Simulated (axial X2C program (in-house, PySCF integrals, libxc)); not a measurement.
SeH⁻: cheaper levels and CCSD(T), 2c

Computed with an axial X2C code built on PySCF integrals. Two-component (2c) means X2C with spin–orbit coupling and atomic mean-field two-electron Coulomb and Gaunt terms. Basis: Se dyall-acv3z [9s10p7d5f1g], H dyall-av3z [7s3p2d] (cores contracted in-house); Gaussian nuclei, density fitting, unrestricted open shells. Masses: Se 79.917 u, H 1.008 u.

State: Ω = 0 (closed shell); fragments Se- + H.

```tsv
level	Re (Å)	ωe (cm⁻¹)	De (eV)
PBE0	1.472	2367.7	3.48
HF	1.460	2464.7	2.35
MP2	1.467	2422.5	3.45
CCSD	1.473	2355.2	3.47
r2SCAN	1.470	2358.1	n/a
```

Correlated methods: 8 electrons correlated (number of frozen shells: Se 3 s, 2 p, 1 d; H none), 194 virtual spin orbitals or spinors in MP2, 90 natural virtuals in coupled cluster.

CCSD(T), same Hamiltonian and basis:

Re = 1.476 Å, ωe = 2337.4 cm⁻¹, De = 3.52 eV; T1 = 0.009 (Lee–Taylor normalisation).

**Question.** Give the differences from CCSD(T) in the columns below.

**Answer.** 

| level | ΔRe (Å) | Δωe (cm⁻¹) | ΔDe (eV) |
| --- | --- | --- | --- |
| PBE0 | -0.004 | 30 | -0.04 |
| HF | -0.016 | 127 | -1.17 |
| MP2 | -0.009 | 85 | -0.07 |
| CCSD | -0.003 | 18 | -0.05 |
| r2SCAN | -0.006 | 21 | n/a |

One determinant describes the state; a PBE0 search over occupations chose it and may have missed a lower one. The closed shell is kept restricted, so the energy runs too high when the bond is stretched far. De is counted from the lowest determinant-based energies of the atoms at the same level, without counterpoise correction. De is not given where an atomic determinant may have missed its ground term or J level, or where the truncated virtual space spoils (T). Coupled cluster ran in a truncated set of natural virtual spinors; the MP2 energy of the rest was added. (T) has no such correction and the atoms are truncated less, which lowers De at CCSD(T) by a hundredth of an eV or more. The functionals have no current-density term, which raises determinants with orbital currents, atoms included. The highest occupied level of some functionals is positive through self-interaction error; at Hartree–Fock it is bound. Hartree–Fock gets electron affinities wrong, so its lowest charge split need not be the true one.
